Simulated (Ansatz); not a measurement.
An input meant for Li₈Cl₈ (started as a model of: 1x4x4 LiCl rock-salt block) (charge 0, singlet; with a point charge).

```yaml
crystal:
  periodic: [false, false, false]
  atoms:
    - {symbol: Li, position_ang: [-0.011572, -5.784305, -5.781666]}
    - {symbol: Cl, position_ang: [-1.257620, -6.353862, -1.870928]}
    - {symbol: Li, position_ang: [0.452282, -5.975028, 2.111435]}
    - {symbol: Cl, position_ang: [-0.415114, -6.155919, 6.155607]}
    - {symbol: Cl, position_ang: [1.235505, -1.874401, -6.355096]}
    - {symbol: Li, position_ang: [-0.009377, -2.007858, -2.008530]}
    - {symbol: Cl, position_ang: [2.293908, -1.784354, 1.778305]}
    - {symbol: Li, position_ang: [0.461812, -2.113822, 5.973355]}
    - {symbol: Li, position_ang: [-0.456517, 2.114919, -5.973683]}
    - {symbol: Cl, position_ang: [-2.298154, 1.788358, -1.782923]}
    - {symbol: Li, position_ang: [0.000516, 2.008405, 2.007742]}
    - {symbol: Cl, position_ang: [-1.238262, 1.872288, 6.356589]}
    - {symbol: Cl, position_ang: [0.427980, 6.155514, -6.154925]}
    - {symbol: Li, position_ang: [-0.449739, 5.975661, -2.112766]}
    - {symbol: Cl, position_ang: [1.252208, 6.353097, 1.872556]}
    - {symbol: Li, position_ang: [0.012182, 5.781288, 5.784944]}
basis:
  gaussian: {orbitals: 6-31G, fitting: {mean_field: cc-pVTZ-jkfit}, point_charges: [{charge: -1.00, position_ang: [4.515, 0.693, 0.171]}]}
hamiltonian: {xc: {name: HF}}
correlation: {method: rpa, electrons: all}
scf: {lower_state_search: off}
```

```sh
$ ansatz run in.yaml --threads 4 --pin off --events-out ev --progress --plain --max-ram 6963MiB
```

Question: Predict how Ansatz answers.

Answer: The program refused the input.
```
Functional definition: HF
Error: [file] the basis set cc-pVTZ-JKFIT has no functions for Li
```
